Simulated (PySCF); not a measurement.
An unknown shows these calculated signals:

1H NMR (400 MHz, computed): δ 5.85 (m, 1H), 5.83 (m, 1H), 3.57 (s, 3H), 2.38 (m, 1H), 2.18 (m, 1H), 2.13 (m, 1H), 2.01 (m, 1H), 1.98 (m, 1H), 1.62 (m, 1H), 1.52 (m, 1H).

13C{1H} NMR (computed): δ 176.9 (C), 132.2 (CH), 131.6 (CH), 52.0 (CH3), 42.6 (CH), 30.2 (CH2), 28.5 (CH2), 28.1 (CH2).

Gas phase, no relativistic terms, fast rotation and ring inversion assumed for equivalent nuclei, one computed conformer. Geometry: PBE0-D3(BJ)/def2-SVP; shielding tensors at B97-2/pcSseg-1 (GIAO); PySCF 2.14.0 with density-fitted response routines.

δ = σ(ref) − σ, references computed at the same level: TMS for 1H and 13C.

**Question.** Which of these does the molecule contain: a CH3CH2 unit, a carboxylic acid, a methoxy group, a Si–CH3 group, a non-aromatic C=C double bond, an ester?

**Answer.** 
- A CH3CH2 unit: no.
- A carboxylic acid: no.
- A methoxy group: yes (δC 52.0; δH 3.57 (s)).
- A Si–CH3 group: no.
- A non-aromatic C=C double bond: yes.
- An ester: yes (δC 176.9).

The data belong to SMILES COC(=O)[C@@H]1CC=CCC1, C8H12O2; they needn't prove each group on their own.

Carbon signals by region: 1 in the far downfield region (above 160 ppm), 2 in the sp2 and nitrile region (100–160 ppm), 1 at 50–100 ppm, 4 below 50 ppm. Above 160 ppm: 176.9, ester carbonyl carbon.

Shifts are as computed. Against solution values, carbons near 30 ppm lie about +1 ppm off and those near 130 ppm about +2 ppm. Of 1211 compounds with measured shifts, 218 miss one by over three times the rms of a fit or turn the order of signals round; such compounds aren't used in these exercises. No couplings were computed; multiplicities are counted from neighbouring protons, with m where these are inequivalent, close in shift, in a saturated or five-membered ring or joined by F or P, and br s for small geminal =CH2 splittings.
